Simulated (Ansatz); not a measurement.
**Several solutions for doublet NiN**

```xyz
2

Ni    0.0000    0.0000    0.0000
N     0.0000    0.0000    1.6200
```

Basis set: def2-SVP (spherical functions). Charge 0, multiplicity 2.

UHF was run from several starts with Ansatz (development build ahead of 0.2.0).

| run | program | start | converged | energy (hartree) | <S²> |
| --- | --- | --- | --- | --- | --- |
| A | Ansatz | stability test followed | yes | -1560.87185 | 2.62 |
| B | Ansatz | search for the lowest state | yes | -1560.90057 | 2.62 |
| C | Ansatz | atomic start, no search | yes | -1560.86405 | 2.60 |

(1) Which runs reached the lowest solution of this kind, and what is wrong with the others?

## Answers

(1) B reached the lowest solution found. Converged but too high: A by 0.78 eV, C by 0.99 eV. Convergence only shows a stationary point, and even a stable one can lie too high; stability tests and further starts are what find lower ones. Caution: another spin multiplicity may lie lower. Caution: the unrestricted determinant is a mixture of spin states.
